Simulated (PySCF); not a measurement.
Al(OH)3 (AlH3O3), SMILES [OH][Al]([OH])[OH]. Heavy atoms are numbered as in [Al:1]([OH:2])([OH:4])[OH:6]. Hydrogens are named by the atom that carries them.

Geometry optimised at B3LYP-D3(BJ)/def2-SVP. The isomer is the one that the SMILES or the coordinates give; other isomers of the formula were not compared. One conformer was computed; it need not be the lowest.

The numbers are results of PBE/def2-TZVPD in PySCF, not measurements.

Mulliken values depend strongly on the basis, most of all with diffuse functions as here. Atomic charges (e), one atom of each kind:

```tsv
atom	Mulliken	IAO
Al1	0.45	___
O2 (OH)	-0.42	___
H on O2	0.27	___
```

**Question.** What belongs in the gaps? (The exact figures need the calculation; the answer reports its results.)

**Answer.** 
- Al1, IAO: 1.35
- O2 (OH), IAO: -0.82
- H on O2, IAO: 0.37
